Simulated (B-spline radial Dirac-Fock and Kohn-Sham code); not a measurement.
**M5 edges in EELS at 100 kV and 5 mrad, Nd to Os**

Model: the first Born approximation with generalised oscillator strengths from a Dirac-Hartree-Slater potential (longitudinal and transverse terms; continuum final states only, so no white lines or fine structure). Program: a radial finite-basis atomic code. Partial cross sections in barn for windows above the edge. Edges are tabulated values, any marked * orbital energies of the model.

```tsv
Z	element	edge (eV)	Δ = 50 eV	Δ = 100 eV	Δ = 200 eV
60	Nd	980.4	241	475	806
61	Pm	1027.0	199	399	686
62	Sm	1083.4	163	332	578
63	Eu	1127.5	136	283	498
64	Gd	1189.6	103	223	403
67	Ho	1351.0	65.8	146	269
68	Er	1409.0	55.3	124	232
69	Tm	1468.0	46.6	106	200
70	Yb	1528.0	39.4	91.2	174
71	Lu	1589.0	30.7	74.3	145
72	Hf	1662.0	24.1	60.4	121
75	Re	1883.0	12.7	34.5	72.0
76	Os	1960.0	10.5	29.0	61.2
```

Values without a named source are computed, but for edge energies of neutral atoms, which are taken from tables.
